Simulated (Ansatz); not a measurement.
Species: TaF, net charge 0, triplet state. The spin state was set by rule; other spins were not relaxed. 
Structure (B3LYP-D3(BJ)/def2-TZVP (Ansatz, a first-principles code) minimum search):
SMILES: [Ta][F]
```xyz
2

Ta     0.0000     0.0000    -0.2004
F      0.0000     0.0000     1.6252
```
Charge 0, spin multiplicity 3.

Quantity: vertical ionisation energy (to the quartet state of charge +1; each state is the SCF solution reached for its spin; the UHF <S^2> is 2.58 for the triplet (pure: 2.00); for the quartet the Hartree-Fock reference is unstable and T1 is 0.022; for the triplet T1 is 0.068), in eV. Cores are frozen in the correlated levels unless marked. UHF or UKS for open shells. No spin-orbit coupling. The frozen core is the preceding noble-gas configuration, with the filled d and f shells of earlier blocks. In def2 rows, elements after Kr have scalar-relativistic effective core potentials. 

```
level                 program  vertical ionisation energy (eV)
--------------------  -------  -------------------------------
SVWN5/def2-TZVPD       Ansatz                             7.62
PBE/def2-TZVPD         Ansatz                             7.26
B3LYP/def2-TZVPD       Ansatz                             7.51
PBE0/def2-TZVPD        Ansatz                             7.19
BHLYP/def2-TZVPD       Ansatz                             7.33
CAM-B3LYP/def2-TZVPD   Ansatz                             7.49
wB97M-V/def2-TZVPD     Ansatz                             7.43
wB97X-V/def2-TZVPD     Ansatz                             7.35
CCSD/def2-SVPD         Ansatz                             7.18
CCSD/def2-TZVPPD       Ansatz                             7.27
CCSD/def2-QZVPPD       Ansatz                             7.30
CCSD(T)/def2-SVPD      Ansatz                             7.22
CCSD(T)/def2-TZVPPD    Ansatz                             7.34
CCSD(T)/def2-QZVPPD    Ansatz                             7.37
```
